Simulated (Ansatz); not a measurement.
Ansatz (a program for electronic structure) input (B3LYP-D3(BJ)/def2-TZVP):

Ansatz 0.2 input:
```yaml
crystal:
  periodic: [false, false, false]
  atoms:
    - {symbol: C, position_ang: [-1.27995017, 0.26674302, 0.17936151]}
    - {symbol: C, position_ang: [-0.06068628, -0.15601900, -0.51560975]}
    - {symbol: C, position_ang: [1.22057767, -0.07497943, 0.31169730]}
    - {symbol: O, position_ang: [1.32545140, 0.31069712, 1.43540867]}
    - {symbol: H, position_ang: [-1.52349096, 1.30862282, 0.25088020]}
    - {symbol: H, position_ang: [-1.80051800, -0.42098049, 0.81644740]}
    - {symbol: H, position_ang: [0.13397361, 0.46300231, -1.39862298]}
    - {symbol: H, position_ang: [-0.12532470, -1.19859003, -0.84517629]}
    - {symbol: H, position_ang: [2.10125724, -0.42679030, -0.26451943]}
basis:
  gaussian:
    orbitals: def2-TZVP
hamiltonian:
  xc: b3lyp
  dispersion: d3bj
magnetization: {spin_polarized: true, initial_magnetization: 1}
relax: {f_tol: 0.002, max_steps: 150}
```

End of the output:

```
mean field evaluation 384: about -5239.6931 eV, gradient 3.9e-5 eV
mean field -5239.69309455 eV, -192.5551696332 hartree, gradient 1.1e-5 eV, S^2 0.753898; 1 other end points of the search recorded, 0 dependent functions left out
the calculation of the forces begins
reference -5239.69333560 eV, -192.5551784917 hartree; 16, 15 occupied and 138, 139 virtual orbitals, 911 factors
Total energy: -5239.94046874 eV, -192.5642604671 hartree
Atom 0 at    -1.261545     0.250426     0.255080 Å, force     0.000021    -0.000311    -0.000226 eV/Å
Atom 1 at    -0.058306    -0.265217    -0.431610 Å, force    -0.000672     0.000677     0.001841 eV/Å
Atom 2 at     1.257285     0.078105     0.222545 Å, force    -0.001078     0.000820    -0.000069 eV/Å
Atom 3 at     1.380522     0.722368     1.230145 Å, force    -0.000221    -0.000742    -0.000684 eV/Å
Atom 4 at    -1.161945     0.831312     1.159194 Å, force     0.000011    -0.000582    -0.000808 eV/Å
Atom 5 at    -2.244761     0.049384    -0.143727 Å, force     0.000859     0.000298     0.000223 eV/Å
Atom 6 at     0.009236     0.086329    -1.474696 Å, force     0.000386    -0.000144     0.000006 eV/Å
Atom 7 at    -0.077947    -1.362478    -0.539677 Å, force    -0.000003     0.000236     0.000040 eV/Å
Atom 8 at     2.148750    -0.318525    -0.307388 Å, force     0.000698    -0.000251    -0.000321 eV/Å
Dipole moment:    -0.142360    -0.301283    -0.479445 e Å
```

It need not be the lowest isomer of its formula.
